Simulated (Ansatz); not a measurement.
One change: `N=C(N)[SiH3]` becomes `CCC(=N)[SiH3]`.

Ansatz, PBE0-D4/def2-TZVP geometries, multiplicity 1. Each molecule was computed in one conformer, which needn't be the lowest.

```json
{"property": "size of the dipole moment (B3LYP/def2-TZVPP) / D", "`N=C(N)[SiH3]`": "3.26"}
{"property": "HOMO energy (ωB97M-V/def2-TZVPP) / eV", "`N=C(N)[SiH3]`": "-9.44"}
{"property": "zero-point energy (PBE0-D4/def2-TZVP) / kJ/mol", "`N=C(N)[SiH3]`": "190.7"}
{"property": "HOMO–LUMO gap (PBE0/def2-TZVPP) / eV", "`N=C(N)[SiH3]`": "7.17"}
{"property": "HOMO energy (B3LYP/def2-TZVPP) / eV", "`N=C(N)[SiH3]`": "-6.94"}
{"property": "HOMO–LUMO gap (ωB97M-V/def2-TZVPP) / eV", "`N=C(N)[SiH3]`": "11.46"}
```

Q: What does the change do to each property? (Estimate.)

A: Computed: 
```json
{"property": "size of the dipole moment (B3LYP/def2-TZVPP) / D", "`CCC(=N)[SiH3]`": "2.45", "shift": "-0.81"}
{"property": "HOMO energy (ωB97M-V/def2-TZVPP) / eV", "`CCC(=N)[SiH3]`": "-9.55", "shift": "-0.11"}
{"property": "zero-point energy (PBE0-D4/def2-TZVP) / kJ/mol", "`CCC(=N)[SiH3]`": "294.8", "shift": "104.1"}
{"property": "HOMO–LUMO gap (PBE0/def2-TZVPP) / eV", "`CCC(=N)[SiH3]`": "6.59", "shift": "-0.58"}
{"property": "HOMO energy (B3LYP/def2-TZVPP) / eV", "`CCC(=N)[SiH3]`": "-7.01", "shift": "-0.07"}
{"property": "HOMO–LUMO gap (ωB97M-V/def2-TZVPP) / eV", "`CCC(=N)[SiH3]`": "11.08", "shift": "-0.38"}
```

With PBE0 the HOMO falls by 0.07 eV and the LUMO falls by 0.64 eV, so the gap narrows by about 0.57 eV. PBE moves the HOMO by 0.08 eV and ωB97M-V by -0.11 eV. The zero-point energy changes by 104.1 kJ/mol with +12 modes. Dipoles are sizes alone; their direction can turn.

B3LYP here is the variant with VWN-RPA as its local correlation; programs differ in this.
